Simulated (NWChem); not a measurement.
**Correlation energy of H3Si2**

```
Si
H 1 1.4976
H 1 1.4999 2 107.61
Si 1 2.2813 2 123.35 3 165.33
H 4 1.5322 1 89.10 2 172.80
```
Charge 0, spin multiplicity 2.

Everything below was run with NWChem. All single points use one geometry, from UPBE0/def2-SVP, a minimum by its harmonic frequencies.

Basis set: 6-311G**. Each correlation energy counts from its own Hartree-Fock reference.

| method | correlation energy (mHa) | remark |
|---|---|---|
| UMP2 | -164.5 | spin-contaminated |
| SCS-UMP2 | -174.3 | spin-contaminated |
| CCSD on UHF | -207.9 | spin-contaminated |
| CCSD[T] on UHF | -215.3 | spin-contaminated |
| CCSD(T) on UHF | -215.0 | spin-contaminated |
| CCSD on ROHF | -213.8 | - |
| CCSD[T] on ROHF | -221.5 | - |
| CCSD(T) on ROHF | -221.2 | - |

The values span 57.0 mHa, from CCSD[T] on ROHF (lowest) to UMP2 (highest). 

The correlated methods keep 10 core orbitals frozen. The Pople sets run with spherical d functions. The structure started from a generated list of species. The stability of the SCF solutions was not checked. Open-shell Hartree-Fock references start from PBE0 orbitals. No row is a measurement; the coupled-cluster row has its own basis-set and correlation limits.
